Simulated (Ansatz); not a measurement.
```xyz
12

C     0.0000    0.0040   -0.6683
C     0.0000   -0.0040    0.6683
C     0.0000    1.2255   -1.5272
C     0.0000   -1.2255    1.5272
H     0.0000   -0.9611   -1.1939
H     0.0000    0.9611    1.1939
H     0.0000    2.1461   -0.9244
H     0.8831    1.2515   -2.1881
H    -0.8831    1.2515   -2.1881
H     0.0000   -2.1461    0.9244
H     0.8831   -1.2515    2.1881
H    -0.8831   -1.2515    2.1881
```

Basis set: def2-TZVP (spherical functions). Left uncorrelated: 4 orbitals. Charge 0, multiplicity 1.

Computed with Ansatz (development build ahead of 0.2.0); each method stands on the lowest determinant of its kind that the runs found. Restricted open shells among the atoms or ions are ROHF, correlated in semicanonical orbitals with singles.

The atomization energy at this shape (free ground-state atoms in the same class of orbitals less the molecule, no zero-point energy) of singlet C4H8:

```tsv
method	atomization energy
RHF-MP2	48.91 eV
```

Q: What does RHF give?

A: 38.62 eV.
